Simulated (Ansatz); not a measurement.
## How methods differ on CH2BF3O (SMILES OC(F)B(F)F)

CH2BF3O has 8 atoms, charge 0, and is taken as a singlet. As SMILES, `OC(F)B(F)F`. Geometry: relaxed at PBE0-D4/def2-TZVP. This is one conformer, not always the lowest.

Each level gives the electronic atomisation energy (eV). The values are calculated. Electronic energies at fixed atoms, without zero-point motion or spin-orbit coupling.

```tsv
level	kind	program	value (eV)	less CCSD(T)/def2-SVP
HF/def2-SVP	Hartree–Fock	Ansatz	25.95	-7.90
PBE/def2-SVP	GGA	Ansatz	37.43	+3.58
r2SCAN/def2-SVP	meta-GGA	Ansatz	36.25	+2.40
B3LYP/def2-SVP	global hybrid	Ansatz	35.85	+2.00
BHLYP/def2-SVP	global hybrid	Ansatz	34.15	+0.30
wB97M-V/def2-SVP	range-separated hybrid	Ansatz	36.59	+2.74
B2PLYP/def2-SVP	double hybrid	Ansatz	35.39	+1.54
MP2/def2-SVP	perturbation theory	Ansatz	35.25	+1.40
CCSD(T)/def2-SVP	coupled cluster or CI	Ansatz	33.85	0.00
CCSD/def2-SVP	coupled cluster or CI	Ansatz	33.47	-0.38
```

Differences are taken from CCSD(T)/def2-SVP for orientation; it has basis-set and higher-order errors of its own. Correlated wave functions underbind in double-zeta sets. The values span 25.95 to 37.43 eV.
